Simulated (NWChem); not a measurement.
Molecule: CH7FSi2; SMILES FC([SiH3])[SiH3]

Results from NWChem. Pople sets run with spherical d functions. B3LYP is NWChem's, with the RPA form of VWN correlation. Each level has its own optimisation; frequencies are unscaled.

```tsv
level	r C–F (Å)	r C–Si (Å)	r C–H (Å)	highest harmonic frequency (cm⁻¹)	lowest (cm⁻¹)	zero-point energy (kcal/mol)	dipole (D)
B3LYP/6-31G*	1.425	1.907	1.100	3029	116	43.5	1.45
Hartree-Fock/3-21G	1.454	1.926	1.084	3233	141	45.7	2.12
PBE0/def2-SVP	1.400	1.904	1.107	3052	122	43.4	1.37
```
